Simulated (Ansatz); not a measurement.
`CO[SiH](C)C`, charge 0, multiplicity 1.

(1) Give a relaxed structure at PBE0-D4/def2-TZVP (Ansatz 0.2.0). (Best estimate.)

## Answers

(1) Computed: 
```xyz
15

C    -1.7807   -0.6573   -1.3072
O    -1.0460    0.3695   -0.6922
Si    0.0273    0.0975    0.5316
C     0.5933    1.7704    1.1082
C     1.4537   -0.9623   -0.0405
H    -2.3027   -1.2811   -0.5706
H    -2.5276   -0.2049   -1.9629
H    -1.1389   -1.3058   -1.9156
H    -0.6817   -0.6291    1.6308
H     1.1017    2.3053    0.3021
H     1.2891    1.6766    1.9460
H    -0.2547    2.3756    1.4358
H     2.0018   -0.4788   -0.8535
H     2.1530   -1.1373    0.7821
H     1.1123   -1.9385   -0.3942
```
This is one stationary point; other conformers may exist.
